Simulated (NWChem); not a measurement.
Species: C2H3FO2Si; SMILES O[Si@]1(F)C=CO1

```xyz
9

O     -1.2389    -1.4248    -0.0300
Si    -0.0057    -0.3594     0.0839
F      1.3090    -1.2740    -0.0015
C     -0.0057     1.1445     1.1179
C      0.0254     1.7747    -0.0774
O      0.0226     0.8824    -1.1215
H     -2.1347    -1.0805     0.0317
H     -0.0043     1.5648     2.1195
H      0.0508     2.8381    -0.3442
```
Atoms are numbered in this order, from 1.

All runs: NWChem. Pople sets run with spherical d functions. Medium grid unless said otherwise, to which SCAN and Minnesota functionals are sensitive. The geometry was optimised at PBE0/def2-SVP. Hybrids' shares of exact exchange are those that their runs print; pure functionals count as 0. The functionals differ in more than this share.

```
row                                 share of exact exchange  highest occupied level (eV)
----------------------------------  -----------------------  ---------------------------
PBE/6-31G*                                             0.00                        -5.60
LDA (Slater exchange, PW92)/6-31G*                     0.00                        -5.77
TPSSh/6-31G*                                           0.10                        -6.21
B3LYP/6-31G*                                           0.20                        -6.67
B3PW91/6-31G*                                          0.20                        -6.76
BHandHLYP/6-31G*                                       0.50                        -8.13
M05-2X/6-31G*                                          0.56                     withheld
```

### Question
Fit a straight line of the last column on the one before it, predict the withheld value, and compare with the run.

### Answer

1. Means of the 6 shown rows: x = 0.167, y = -6.523. Slope Σ(x − x̄)(y − ȳ)/Σ(x − x̄)² = -0.8487/0.1733 = -4.896; intercept -5.707.
2. The shown rows scatter about the line by 0.060 (root mean square); the largest residual is +0.11, at PBE/6-31G*.
3. At x = 0.56 (M05-2X/6-31G*; beyond the shown range) the line gives -8.45.
4. The run gives -8.38, +0.07 from the line, 1.2 times the scatter.
